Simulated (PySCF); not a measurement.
What each rung costs, and what it gives

Saddle point of BHCl3F, closed shell (BCl₃ ([Cl][B]([Cl])[Cl]) + HF → BCl₂F ([F][B]([Cl])[Cl]) + HCl; bonds formed: B1–F6, Cl2–H5; bonds broken: B1–Cl2, H5–F6), PBE0-D4/def2-TZVP structure:

```
atom    x (Å)    y (Å)    z (Å)
  B1  -0.2588   0.2933  -0.1924
 Cl2   1.6777  -0.2686  -0.1756
 Cl3  -1.0381  -0.0889  -1.7225
 Cl4  -0.4867   1.8787   0.5350
  H5   0.6185  -0.9936   0.7150
  F6  -0.5125  -0.8210   0.8407
```

Barriers are electronic and count from the start structure reached by relaxing down the imaginary mode.

Program: PySCF 2.14 with density fitting (its default auxiliary sets; JK sets also for MP2 and CCSD(T)). Basis: as named in each row. Cores are frozen in the correlated methods. B3LYP uses VWN-RPA correlation. Extrapolation: Hartree–Fock as exp(−7.88 √X), correlation as X^−2.97.

Times are rough, for one single point on 4 threads of a shared host (Arm Neoverse V2).

The estimate by CCSD(T) at an estimated basis limit (MP2 extrapolated from triple and quadruple zeta, plus CCSD(T) − MP2 in triple zeta) is 0.879 eV.

```tsv
method	basis	time (s)	barrier (eV)	method less estimate
HF	STO-3G	under 1	-0.258	-1.137
B3LYP-D4	6-31G	3	0.626	-0.253
PBE0-D4	def2-SVP	4	0.491	-0.388
PBE-D4	def2-SVP	4	0.302	-0.577
MP2	def2-QZVPP	6	0.827	-0.051
SPW92	def2-TZVPP	7	0.172	-0.706
PBE-D4	def2-TZVPP	11	0.596	-0.283
PBE0-D4	def2-TZVPP	11	0.716	-0.163
B3LYP-D4	def2-TZVPP	11	0.840	-0.039
BHLYP-D4	def2-TZVPP	11	0.977	0.098
CCSD(T)	def2-SVP	22	0.878	-0.001
r2SCAN-D4	def2-TZVPP	22	0.653	-0.226
wB97M-V	def2-TZVPP	100	0.753	-0.125
CCSD(T)	def2-TZVPP	500	0.883	0.004
```

All methods are single points on the PBE0-D4 structures; a negative value means that the method puts the saddle structure below the start.

T1 diagnostic: at most 0.011.

Labels in which every atom is bracketed show which atoms are joined, not bond orders.
